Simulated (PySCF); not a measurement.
`InChI=1S/CH11NSSi4/c1-2-6-3-5-7(6)4/h2,6-7H,5H2,1,4H3/t6-,7-/m1/s1`

Molfile (atoms numbered from 1):
```
CH11NSSi4
     RDKit          3D

 18 18  0  0  0  0  0  0  0  0999 V2000
    3.0424    0.3586   -0.3260 C   0  0  0  0  0  0  0  0  0  0  0  0
    2.0470   -0.5535   -0.8293 N   0  0  0  0  0  0  0  0  0  0  0  0
    0.6657   -1.0019    0.0793 Si  0  0  2  0  0  4  0  0  0  0  0  0
   -0.4663   -2.3597   -1.1999 S   0  0  0  0  0  0  0  0  0  0  0  0
   -2.0829   -0.9316   -1.4532 Si  0  0  0  0  0  4  0  0  0  0  0  0
   -1.0504    0.6027   -0.0007 Si  0  0  1  0  0  4  0  0  0  0  0  0
   -2.1307    1.2626    1.9399 Si  0  0  0  0  0  4  0  0  0  0  0  0
    3.5476    0.8603   -1.1527 H   0  0  0  0  0  0  0  0  0  0  0  0
    2.5467    1.1090    0.2872 H   0  0  0  0  0  0  0  0  0  0  0  0
    3.7976   -0.1404    0.2907 H   0  0  0  0  0  0  0  0  0  0  0  0
    2.4251   -1.2156   -1.4917 H   0  0  0  0  0  0  0  0  0  0  0  0
    0.9575   -1.7713    1.2975 H   0  0  0  0  0  0  0  0  0  0  0  0
   -2.2150   -0.6946   -2.8884 H   0  0  0  0  0  0  0  0  0  0  0  0
   -3.3043   -1.6036   -1.0159 H   0  0  0  0  0  0  0  0  0  0  0  0
   -0.6278    1.8158   -0.7396 H   0  0  0  0  0  0  0  0  0  0  0  0
   -2.3483    0.1429    2.8558 H   0  0  0  0  0  0  0  0  0  0  0  0
   -3.4401    1.8519    1.6572 H   0  0  0  0  0  0  0  0  0  0  0  0
   -1.3726    2.2748    2.6780 H   0  0  0  0  0  0  0  0  0  0  0  0
  1  2  1  0
  2  3  1  0
  3  4  1  0
  4  5  1  0
  5  6  1  0
  6  7  1  0
  6  3  1  0
  1  8  1  0
  1  9  1  0
  1 10  1  0
  2 11  1  0
  3 12  1  1
  5 13  1  0
  5 14  1  0
  6 15  1  6
  7 16  1  0
  7 17  1  0
  7 18  1  0
M  END
```

Method: PySCF 2.14.0, TDDFT CAM-B3LYP/def2-SVPD circular dichroism and optical rotation, one conformer, gas phase. Geometry: GFN2-xTB.

The molecule is flexible and this is one conformer; a measurement averages over conformers.

Problem. Draw the ECD and absorption spectra from the lowest 12 states, each a Gaussian of half-width 0.2 eV at 1/e height.

Solution. 
| E (eV) | λ (nm) | Δε (L mol⁻¹ cm⁻¹) | ε (L mol⁻¹ cm⁻¹) |
| --- | --- | --- | --- |
| 4.59 | 270 | 0.00 | 2.37 |
| 4.69 | 265 | +0.03 | 22.5 |
| 4.79 | 259 | +0.19 | 130 |
| 4.89 | 254 | +0.75 | 456 |
| 4.99 | 249 | +2.15 | 987 |
| 5.09 | 244 | +4.64 | 1360 |
| 5.19 | 239 | +7.44 | 1350 |
| 5.29 | 235 | +8.54 | 1280 |
| 5.39 | 230 | +5.97 | 1400 |
| 5.49 | 226 | -2.38 | 1460 |
| 5.59 | 222 | -14.47 | 1450 |
| 5.69 | 218 | -18.37 | 2180 |
| 5.79 | 214 | -8.09 | 4590 |
| 5.89 | 211 | +7.16 | 8070 |
| 5.99 | 207 | +18.46 | 10500 |
| 6.09 | 204 | +17.66 | 11200 |
| 6.19 | 200 | +1.01 | 10500 |
| 6.29 | 197 | -15.65 | 8270 |
| 6.39 | 194 | -18.34 | 5920 |
| 6.49 | 191 | -11.86 | 4680 |

Δε uses R in velocity form, ε uses f in length form. Only the states computed contribute, so the short-wavelength end is incomplete.
